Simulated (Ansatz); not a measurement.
[WSF4]- (WSF₄⁻), relaxed as a doublet with UKS r2SCAN-D4/def2-SVPD in Ansatz, starting from the GFN2-xTB geometry. Force threshold 0.02 eV/Å.

In the def2 sets W takes a core potential; there is no spin–orbit coupling. The highest occupied level of the charge -1 doublet lies above zero (up to 0.16 eV). By energy differences its removal costs 2.97 eV (vertical, to the charge 0 singlet, at PBE0-D4/def2-TZVPD). The relaxation made no stability test and no search for a lower SCF solution. No other spin state of charge -1 was run.

Start:

Cartesian coordinates in Å:
```
W 0.0198 0.1043 -0.0327
S 0.4085 2.1626 -0.6837
F 1.6881 -0.9302 0.1096
F -0.2807 -1.0848 -1.5727
F -1.9024 -0.2047 0.2497
F 0.0668 -0.0472 1.9299
```

Estimate the energy that the relaxation releases and the steps that it takes.

10.4 kJ/mol, in 5 steps; 10 s on 4 threads of Intel Xeon 6975P-C on a shared host. No frequencies were taken in this run, so the end may be a saddle point.

Does the start keep its bonding and symmetry?

By distances, no bond broke or formed. The bond that changes most is W1–F6, from 1.97 to 1.93 Å (atoms count from 1). Point group C4v at the start, C4v at the end, both within 0.05 Å.

Predict the relaxed structure.


```xyz
6

W     0.0126    0.0666   -0.0210
S     0.3962    2.0924   -0.6603
F     1.6813   -0.9000    0.1004
F    -0.2745   -1.0552   -1.5680
F    -1.8859   -0.1804    0.2405
F     0.0703   -0.0234    1.9084
```
Bond lengths: 4 × F–W 1.93 Å; 1 × S–W 2.16 Å.
